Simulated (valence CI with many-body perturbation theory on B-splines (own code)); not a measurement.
**Forbidden lines of Ti16+**

Calculated by relativistic CI+MBPT: four valence electrons over a frozen Dirac-Fock core [He], a basis of 11 s, 11 p, 9 d, 7 f, 5 g, 2 h, 1 i functions for each j, with the one-electron correlation potential Σ1 (screened to all orders), the two-electron term Σ2, the three-electron term Σ3, Breit, model QED; selected single and double excitations, second order for the rest (own B-spline code, finite nucleus).

No measured levels were compared; by estimate levels of excited configurations hold to 0.05 to 0.15 % of their energy, terms of the ground configuration to about 0.5 %.

Lines 1 to 22 of 22 in falling wavelength, among levels below 5906.9 × 10³ cm⁻¹, chosen from the decays that carry over 1 % of a level's rate. Wavelengths and rates use the calculated energies, so an error of 400 cm⁻¹ moves a line at 1176 Å by 0.47 % and its rate by three times that or more. Electric multipoles are in the length gauge, E1 and E2 with the static RPA response of the core. S is in atomic units (e²a₀⁴ for E2 and M2, e²a₀⁶ for E3), for M1 in squared Bohr magnetons. Weak lines are less certain than strong ones. Lines between different terms over intervals too small for the method are left out, as are lines whose strength nearly cancels. The highest levels of a list are the least certain.

Names give the largest LS component (configuration and term), which can be under half, so a name can repeat, a term be missing and a line seem to break the LS rules; names also repeat where a configuration has a term twice.

| λ vac (Å) | Upper | Lower | Type | A (s⁻¹) | S (a.u.) |
| --- | --- | --- | --- | --- | --- |
| 3834 | 2s²2p² ³P_2 | 2s²2p² ³P_1 | M1 | 2.16e+02 | 2.26e+00 |
| 3372 | 2s²2p² ³P_1 | 2s²2p² ³P_0 | M1 | 4.48e+02 | 1.91e+00 |
| 1176 | 2s²2p² ¹D_2 | 2s²2p² ³P_2 | M1 | 2.28e+03 | 6.87e-01 |
| 900.0 | 2s²2p² ¹D_2 | 2s²2p² ³P_1 | M1 | 1.87e+03 | 2.53e-01 |
| 470.1 | 2s²2p² ¹S_0 | 2s²2p² ³P_1 | M1 | 2.48e+04 | 9.56e-02 |
| 20.64 | 2s²2p3d ³F°_4 | 2s2p³ ³P°_2 | E2 | 2.09e+07 | 6.31e-04 |
| 19.42 | 2s²2p3p ³D_1 | 2s²2p² ¹D_2 | E2 | 3.12e+08 | 2.31e-03 |
| 19.20 | 2s2p²3p ³F°_4 | 2s2p³ ³P°_2 | E2 | 1.99e+08 | 4.18e-03 |
| 19.10 | 2s²2p3p ³D_1 | 2s²2p² ³P_2 | E2 | 3.57e+08 | 2.43e-03 |
| 19.01 | 2s²2p3p ³D_1 | 2s²2p² ³P_1 | E2 | 4.10e+08 | 2.72e-03 |
| 18.98 | 2s²2p3p ³D_2 | 2s²2p² ³P_2 | E2 | 3.84e+08 | 4.22e-03 |
| 18.93 | 2s2p²3p ⁵D°_0 | 2s2p³ ⁵S°_2 | E2 | 6.60e+08 | 1.43e-03 |
| 18.87 | 2s2p²3p ⁵D°_2 | 2s2p³ ⁵S°_2 | E2 | 5.83e+08 | 6.22e-03 |
| 18.84 | 2s2p²3p ³F°_4 | 2s2p³ ³D°_3 | E2 | 5.38e+08 | 1.03e-02 |
| 18.83 | 2s²2p3p ³D_3 | 2s²2p² ³P_2 | E2 | 5.47e+08 | 8.10e-03 |
| 18.81 | 2s2p²3p ³F°_4 | 2s2p³ ³D°_2 | E2 | 2.40e+08 | 4.55e-03 |
| 18.80 | 2s2p²3p ⁵D°_3 | 2s2p³ ⁵S°_2 | E2 | 6.08e+08 | 8.93e-03 |
| 18.78 | 2s²2p3p ³D_2 | 2s²2p² ³P_0 | E2 | 3.78e+08 | 3.94e-03 |
| 18.74 | 2s²2p3p ³D_3 | 2s²2p² ³P_1 | E2 | 3.07e+08 | 4.44e-03 |
| 18.72 | 2s²2p3p ¹S_0 | 2s²2p² ¹D_2 | E2 | 1.79e+09 | 3.68e-03 |
| 18.72 | 2s2p²3p ⁵D°_4 | 2s2p³ ⁵S°_2 | E2 | 6.69e+08 | 1.24e-02 |
| 17.29 | 2s2p²3d ⁵D_4 | 2s²2p² ³P_2 | E2 | 5.74e+07 | 7.13e-04 |
